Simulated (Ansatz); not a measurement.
Cost and result for the atomization energy of C3H9O2Sb, SMILES `C[O][Sb]([CH3])[O]C` (15 atoms, 14 bonds).

Z-matrix (Å, degrees):
```
C
O 1 1.408
H 1 1.097 2 111.7
H 1 1.094 2 108.0 3 -118.7
H 1 1.096 2 112.3 3 122.0
Sb 2 1.960 1 121.0 3 -78.1
O 6 1.967 2 97.6 1 -50.3
C 6 2.138 2 98.1 1 40.3
C 7 1.407 6 119.0 2 -79.8
H 8 1.091 6 110.2 2 57.7
H 8 1.090 6 108.6 2 -63.2
H 8 1.091 6 109.3 2 177.7
H 9 1.093 7 108.2 6 -168.9
H 9 1.097 7 111.9 6 72.1
H 9 1.099 7 112.7 6 -49.8
```

Charge 0, multiplicity 1. Correlated methods include outer-core shells of Sb, which these sets cover unevenly. Sb takes the def2 core potential. All single points use the PBE0-D4/def2-TZVP geometry. It is one conformer, not always the lowest. Program: Ansatz. All runs use 2 threads of an AMD EPYC 7R13 on a shared host and a share of an NVIDIA H100 80 GB. Times are those of one run each, without the atoms' runs, and a repeat can differ threefold. Electronic energies, without spin–orbit coupling; frozen cores. CCSD(T)/CBS adds CCSD(T) − MP2 in def2-TZVPP to the MP2 limit, and its time is that of the two runs behind it. T1 = 0.014. With those shells the extrapolation isn't a true limit. B3LYP takes the VWN-RPA correlation (the form of Gaussian; ORCA's B3LYP/G).

CCSD(T)/CBS is a level of theory with its own doubt, some kJ/mol a heavy atom from the limit and from the frozen cores, so smaller differences don't rank the functionals.

| level | functions | wall time |
| --- | --- | --- |
| ωB97X-V/def2-TZVPP | 331 | 6 s |
| r2SCAN-D4/def2-TZVPP (with forces) | 331 | 7.5 s |
| PBE-D4/def2-TZVPP (with forces) | 331 | 8.5 s |
| ωB97M-V/def2-TZVPP (with forces) | 331 | 10 s |
| MP2/def2-QZVPP | 637 | 11 s |
| PBE0-D4/def2-TZVPP | 331 | 11 s |
| B3LYP-D4/def2-TZVPP (with forces) | 331 | 12 s |
| B2PLYP/def2-TZVPP | 331 | 12 s |
| CCSD(T)/def2-TZVPP | 331 | 20 s |
| CCSD(T)/CBS(def2) | – | 31 s |

(1) What atomization energy does each give, and how far from CCSD(T)/CBS? (Best estimate.)

Answers

(1) The calculation gave: 
```tsv
level	atomization (kcal/mol)	difference from CCSD(T)/CBS	per bond
ωB97X-V/def2-TZVPP	1311.7	0.8	0.1
r2SCAN-D4/def2-TZVPP (with forces)	1306.8	-4.1	-0.3
PBE-D4/def2-TZVPP (with forces)	1335.2	24.3	1.7
ωB97M-V/def2-TZVPP (with forces)	1307.2	-3.7	-0.3
MP2/def2-QZVPP	1311.3	0.4	0.0
PBE0-D4/def2-TZVPP	1303.9	-7.0	-0.5
B3LYP-D4/def2-TZVPP (with forces)	1309.2	-1.7	-0.1
B2PLYP/def2-TZVPP	1291.9	-19.0	-1.4
CCSD(T)/def2-TZVPP	1272.0	-38.9	-2.8
CCSD(T)/CBS(def2)	1310.9	0.0	0.0
```

In def2-TZVPP, CCSD(T) changes the Hartree–Fock value by +356.8 kcal/mol (the triples alone add +21.4 kcal/mol) and MP2 by +372.7 kcal/mol; breaking electron pairs costs correlation energy, which Hartree–Fock lacks. From PBE to PBE0 (25 % exact exchange), in def2-TZVPP and without D4, the atomization energy moves by −30.2 kcal/mol: exact exchange takes away binding that semilocal exchange gives to molecules. The D4 term adds +13.1 kcal/mol with B3LYP and +7.0 kcal/mol with PBE0; it sums over pairs of atoms, weighted by their polarisabilities, and B3LYP, whose exchange is more repulsive, gets the larger term.
